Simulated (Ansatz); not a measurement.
# Worked example: SiH2(NH2)2 + SiH(SiH3)2F → SiH(NH2)2(SiH3) + SiH2(SiH3)F

Species: SiH2(NH2)2, singlet; SiH(SiH3)2F, singlet; SiH(NH2)2(SiH3), singlet; SiH2(SiH3)F, singlet. The partners trade H for SiH3; both sit on Si, so the bond types are kept.

Shapes, held fixed at every level: PBE0-D4/def2-TZVP. Flexible molecules stand in one conformer, not always the lowest. Programs: Ansatz 0.2.0. The zero-point and thermal change to 298 K, harmonic and unscaled (PBE0-D4/def2-TZVP), is -0.7 kJ/mol.

At CCSD(T)/CBS estimate; 1 Eh = 2625.50 kJ/mol:

```
        species  energy (Eh)
     SiH2(NH2)2  -402.154620
    SiH(SiH3)2F  -971.280160
SiH(NH2)2(SiH3)  -692.431449
    SiH2(SiH3)F  -681.000670
```

Work out ΔH(298 K) of the reaction at this level.


1. Products less reactants: (-692.431449) + (-681.000670) − [(-402.154620) + (-971.280160)] = 0.002661 Eh = +7.0 kJ/mol.
2. With the thermal change: +7.0 + (-0.7) = +6.3 kJ/mol.

Other levels give +5.7 (SPW92/def2-TZVPP) to +6.9 kJ/mol (HF/def2-TZVPP). No measured value is set beside it here. The CBS estimate extrapolates MP2 from def2-TZVPP and def2-QZVPP and adds CCSD(T) − MP2 in the triple-zeta set, cores frozen.
